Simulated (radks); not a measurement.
Spherical quantum dot in the effective-mass picture: electrons in a hard-walled sphere of radius 2.31, all in effective atomic units (hartree* = m*/eps^2 hartree, bohr* = eps/m* bohr), one dielectric constant everywhere. Calculated with a radial shooting solver with Libxc functionals: non-relativistic Kohn-Sham, r2SCAN, spin-polarised, spherical densities, generalised Kohn-Sham scheme. Levels are named by radial order and angular momentum (1s, 1p, 1d, 2s, ...), and open shells are averaged over m. Results are scaled to m* = 0.082 and eps = 17.4, for which hartree* = 7.37 meV and bohr* = 11.23 nm.

N = 39, configuration 1s2 1p6 1d10 2s2 1f14 1g(up 5, down 0). This is the lowest configuration that the search found. Occupied and some empty levels:

level    occupation  eigenvalue (meV)  <r> (nm)
1s up             1            166.21     17.75
1s down           1            166.77     17.65
1p up             3            169.77     18.35
1p down           3            170.40     18.29
1d up             5            176.01     18.88
1d down           5            176.72     18.84
1f up             7            184.62     19.33
1f down           7            185.41     19.30
2s up             1            192.09     11.43
2s down           1            192.29     11.47
1g up             5            195.42     19.72
1g down           0            196.28     19.70
2p up             0            204.43     13.50
2p down           0            204.72     13.51
1h up             0            208.27     20.06
1h down           0            209.20     20.05
2d up             0            218.90     14.82
2d down           0            219.31     14.82
3s up             0            225.63     12.27
3s down           0            226.00     12.29

Energy (meV): total 4058.11, kinetic 1201.0, external 0, Hartree 3098.7, exchange-correlation -241.67.
